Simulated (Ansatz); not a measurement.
Steps of a relaxation of `CCC(F)C(F)F` with RKS PBE0-D4/def2-TZVP.

```sh
$ ansatz run in.yaml --threads 4 --pin off --events-out ev --progress --plain --max-ram 11315MiB
```

```yaml
crystal:
  periodic: [false, false, false]
  atoms:
    - {symbol: C, position_ang: [0.296430, -1.626881, -0.232207]}
    - {symbol: C, position_ang: [-0.751876, -0.539620, -0.477496]}
    - {symbol: C, position_ang: [-0.600641, 0.690855, 0.408900]}
    - {symbol: F, position_ang: [-0.691081, 0.327328, 1.752511]}
    - {symbol: C, position_ang: [0.728969, 1.428439, 0.247060]}
    - {symbol: F, position_ang: [0.944338, 1.684957, -1.081923]}
    - {symbol: F, position_ang: [0.677308, 2.619434, 0.908075]}
    - {symbol: H, position_ang: [1.312994, -1.299897, -0.531849]}
    - {symbol: H, position_ang: [0.062019, -2.539736, -0.813810]}
    - {symbol: H, position_ang: [0.327015, -1.906532, 0.839533]}
    - {symbol: H, position_ang: [-0.730328, -0.196995, -1.532928]}
    - {symbol: H, position_ang: [-1.770238, -0.943189, -0.297615]}
    - {symbol: H, position_ang: [-1.407371, 1.428736, 0.194659]}
    - {symbol: H, position_ang: [1.589561, 0.843902, 0.645889]}
basis:
  gaussian: {orbitals: def2-TZVP}
hamiltonian: {xc: pbe0, dispersion: d4}
relax: {f_tol: 0.005, max_steps: 150}
```

Positions (Å) and forces (eV/Å) along the path, 7 of 7 steps:

```xyz
14
step=1 energy=-12405.4888 eV
C     0.296   -1.627   -0.232    0.200   -0.167    0.085
C    -0.752   -0.540   -0.477   -0.213    0.026   -0.154
C    -0.601    0.691    0.409   -0.179    0.251   -0.101
F    -0.691    0.327    1.753    0.020    0.160   -0.454
C     0.729    1.428    0.247    0.231   -0.240    0.091
F     0.944    1.685   -1.082   -0.096   -0.012    0.629
F     0.677    2.619    0.908    0.047   -0.455   -0.352
H     1.313   -1.300   -0.532   -0.496   -0.142    0.137
H     0.062   -2.540   -0.814    0.086    0.459    0.269
H     0.327   -1.907    0.840   -0.009    0.116   -0.521
H    -0.730   -0.197   -1.533   -0.002   -0.169    0.507
H    -1.770   -0.943   -0.298    0.491    0.186   -0.065
H    -1.407    1.429    0.195    0.376   -0.423    0.184
H     1.590    0.844    0.646   -0.457    0.409   -0.255
14
step=2 energy=-12405.5383 eV
C     0.298   -1.614   -0.230    0.061   -0.050    0.011
C    -0.752   -0.538   -0.474   -0.067    0.039   -0.028
C    -0.603    0.691    0.401    0.004    0.031    0.004
F    -0.699    0.334    1.739   -0.011    0.049   -0.124
C     0.728    1.411    0.248    0.015    0.015   -0.049
F     0.947    1.676   -1.070   -0.027   -0.019    0.218
F     0.683    2.598    0.903    0.022   -0.155   -0.094
H     1.300   -1.284   -0.529   -0.142   -0.043    0.039
H     0.066   -2.514   -0.809    0.029    0.123    0.074
H     0.332   -1.897    0.829   -0.005    0.038   -0.149
H    -0.735   -0.205   -1.520   -0.002   -0.060    0.142
H    -1.756   -0.942   -0.289    0.143    0.054   -0.017
H    -1.403    1.418    0.192    0.142   -0.117    0.040
H     1.581    0.837    0.640   -0.165    0.095   -0.069
14
step=3 energy=-12405.5436 eV
C     0.300   -1.609   -0.231   -0.001    0.003   -0.003
C    -0.752   -0.538   -0.471    0.009    0.012    0.010
C    -0.603    0.691    0.398    0.002    0.002    0.011
F    -0.709    0.342    1.735    0.002    0.006   -0.019
C     0.726    1.406    0.248    0.013    0.016   -0.022
F     0.949    1.673   -1.065   -0.016   -0.004    0.026
F     0.688    2.588    0.905   -0.005   -0.015   -0.002
H     1.296   -1.277   -0.533    0.010    0.004   -0.004
H     0.069   -2.505   -0.808   -0.002   -0.008   -0.006
H     0.339   -1.892    0.822    0.003   -0.006    0.013
H    -0.740   -0.211   -1.514   -0.005    0.002   -0.010
H    -1.750   -0.942   -0.281   -0.008   -0.005    0.007
H    -1.394    1.417    0.184   -0.022    0.009   -0.012
H     1.568    0.828    0.638    0.018   -0.016    0.009
14
step=4 energy=-12405.5438 eV
C     0.302   -1.607   -0.231    0.000    0.002   -0.002
C    -0.753   -0.538   -0.470    0.003    0.001    0.001
C    -0.604    0.692    0.397    0.004   -0.003    0.007
F    -0.713    0.346    1.733   -0.005    0.001    0.003
C     0.726    1.403    0.249   -0.002    0.007   -0.009
F     0.950    1.672   -1.063   -0.001    0.001   -0.001
F     0.690    2.584    0.907    0.003    0.001    0.007
H     1.296   -1.274   -0.536    0.004    0.001   -0.002
H     0.071   -2.504   -0.808    0.000   -0.003   -0.002
H     0.344   -1.890    0.822    0.001   -0.001    0.004
H    -0.744   -0.213   -1.514   -0.003   -0.001   -0.005
H    -1.750   -0.944   -0.276   -0.004   -0.003    0.004
H    -1.395    1.418    0.179   -0.001    0.003   -0.008
H     1.567    0.823    0.639    0.002   -0.006    0.002
14
step=5 energy=-12405.5439 eV
C     0.304   -1.604   -0.232    0.001    0.001   -0.001
C    -0.754   -0.539   -0.468    0.002   -0.006   -0.004
C    -0.606    0.694    0.395   -0.004    0.003   -0.001
F    -0.722    0.352    1.731   -0.004   -0.001    0.006
C     0.727    1.401    0.250   -0.003   -0.007    0.011
F     0.953    1.672   -1.060    0.003    0.002   -0.013
F     0.695    2.580    0.912    0.003    0.004    0.005
H     1.296   -1.269   -0.543   -0.002   -0.001    0.000
H     0.072   -2.503   -0.806    0.001    0.000    0.002
H     0.352   -1.885    0.822    0.000    0.002   -0.003
H    -0.752   -0.217   -1.513   -0.001   -0.001    0.002
H    -1.749   -0.947   -0.269    0.002    0.002    0.001
H    -1.395    1.421    0.171    0.008   -0.002   -0.001
H     1.565    0.815    0.640   -0.005    0.004   -0.004
14
step=6 energy=-12405.5440 eV
C     0.305   -1.603   -0.233    0.001    0.001    0.000
C    -0.755   -0.539   -0.468   -0.001   -0.003   -0.002
C    -0.608    0.695    0.394    0.002    0.001   -0.001
F    -0.727    0.354    1.731   -0.002   -0.001    0.001
C     0.727    1.399    0.252   -0.003   -0.002    0.008
F     0.955    1.672   -1.058    0.001    0.000   -0.006
F     0.697    2.577    0.915    0.001    0.001    0.001
H     1.296   -1.268   -0.549   -0.001   -0.001    0.000
H     0.072   -2.504   -0.804    0.000    0.001    0.001
H     0.357   -1.881    0.821    0.000    0.001   -0.001
H    -0.755   -0.218   -1.513    0.000    0.000    0.002
H    -1.749   -0.948   -0.266    0.001    0.001    0.000
H    -1.394    1.423    0.167    0.003   -0.001    0.000
H     1.564    0.812    0.641   -0.001    0.002   -0.003
14
step=7 energy=-12405.5440 eV
C     0.306   -1.603   -0.233    0.000   -0.001    0.000
C    -0.755   -0.539   -0.468    0.001    0.000    0.000
C    -0.608    0.695    0.393   -0.001    0.001    0.000
F    -0.729    0.355    1.730    0.000    0.000    0.000
C     0.727    1.399    0.252    0.000    0.000    0.002
F     0.955    1.672   -1.058    0.000    0.000   -0.001
F     0.697    2.576    0.917    0.000   -0.001    0.000
H     1.296   -1.268   -0.551    0.000    0.000    0.000
H     0.072   -2.504   -0.802    0.000    0.000    0.000
H     0.360   -1.879    0.821    0.000    0.000    0.000
H    -0.756   -0.219   -1.514    0.000    0.000    0.000
H    -1.749   -0.948   -0.266    0.000    0.001    0.000
H    -1.393    1.423    0.165    0.000    0.000    0.000
H     1.564    0.811    0.641    0.000    0.000   -0.001
```

Hardware: 4 threads of an Arm Neoverse V2 on a shared host. Wall time 37 s, peak host memory 0.81 GiB.
